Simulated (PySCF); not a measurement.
## Zinc: a sound run and one with changed settings

Sound run: Zn(2+) [Ar] 3d10, Zn(3+) [Ar] 3d9. Calculation: PySCF 2.14, in cc-pVDZ-PP with ECP10MDF (4s4p3d1f, 38 functions); scalar relativity through the core potential. In the sound run the correlated levels freeze 3s2 3p6 outside the core potential. The sound run starts from symmetry-adapted Hartree-Fock orbitals and uses a fine grid where one is needed.

Changed run: all electrons correlated in a basis built for the valence shell.

| species | method | sound run (hartree) | changed run (hartree) | converged |
| --- | --- | --- | --- | --- |
| Zn(2+) | MP2 | -225.40459 | -225.65448 | yes |
| Zn(3+) | MP2 | -223.94823 | -224.18387 | yes |

Ionisation energy of Zn(2+):

```
 method  sound run (eV)  changed run (eV)
    UHF          37.050            37.050
    MP2          39.630            40.017
SCS-MP2          39.313            39.627
```

A valence basis has no tight correlating functions, so it recovers only part of the core correlation, and not evenly between atom and ion.

For comparison, NIST gives 39.723 eV between the lowest levels.
